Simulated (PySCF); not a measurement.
Species: C4H15NSi2.
Atom-mapped SMILES: `[CH3:1][C:2]([CH3:3])([CH3:4])[SiH2:5][SiH2:6][NH2:7]` (hydrogens: H8, H9, H10 on C1; H11, H12, H13 on C3; H14, H15, H16 on C4; H17, H18 on Si5; H19, H20 on Si6; H21, H22 on N7)

Geometry (PBE0-D3(BJ)/def2-SVP, Å), atoms numbered from 1 in this order:
```xyz
22
C4H15NSi2 angstrom
C     -1.0687   -0.5061   -1.1427
C     -0.8400    0.2149    0.1884
C     -1.0129   -0.7660    1.3517
C     -1.8330    1.3716    0.3308
Si     0.9398    0.9174    0.2306
Si     2.5703   -0.7716    0.1768
N      4.1010   -0.0218   -0.1720
H     -0.9358    0.1705   -2.0023
H     -0.3812   -1.3559   -1.2751
H     -2.0987   -0.9024   -1.1908
H     -0.3254   -1.6245    1.2735
H     -0.8361   -0.2830    2.3263
H     -2.0409   -1.1701    1.3642
H     -2.8703    0.9915    0.3074
H     -1.7306    2.1027   -0.4869
H     -1.6995    1.9106    1.2824
H      1.1263    1.7360    1.4734
H      1.1450    1.8310   -0.9440
H      2.6892   -1.4409    1.5110
H      2.1366   -1.8540   -0.7803
H      4.9458   -0.5810   -0.1139
H      4.1567    0.6130   -0.9612
```

Computed with PySCF at PBE0/pcSseg-1, non-relativistic, on one gas-phase PBE0-D3(BJ)/def2-SVP geometry that isn't relaxed in the solvent. The solvent is an IEF-PCM continuum (Bondi radii, 1.10 Å for H, scaled by 1.2). The model holds no explicit solvent molecules, cavitation or dispersion.

```
run  E − E(gas) (kcal/mol)  HOMO (eV)  HOMO–LUMO gap (eV)  dipole (D)
gas                   0.00      -7.14                7.13        0.95
  P                  -1.40      -7.10                7.15        1.04
  Q                  -3.47      -7.10                7.18        1.24
```

Q: The runs were made in acetone and cyclohexane. Which run belongs to which solvent?

A: P = cyclohexane, Q = acetone. The dielectric constants are 2.017 (cyclohexane), 20.49 (acetone), and the energy falls further as ε rises. In this model the ground state sees the solvent through ε alone.

Q: How constant is the ratio of the lowering to (ε − 1)/(2ε + 1)?

A: 
```json
{"solvent": "cyclohexane", "(ε − 1)/(2ε + 1)": "0.202", "E − E(gas) (kcal/mol)": "-1.40", "ratio (kcal/mol)": "-6.9", "polarisation term (kcal/mol)": "-1.44"}
{"solvent": "acetone", "(ε − 1)/(2ε + 1)": "0.464", "E − E(gas) (kcal/mol)": "-3.47", "ratio (kcal/mol)": "-7.5", "polarisation term (kcal/mol)": "-3.77"}
```

The ratio changes by +8.0 % in size from cyclohexane to acetone. The polarisation term is half the interaction of the solute with the induced surface charges.
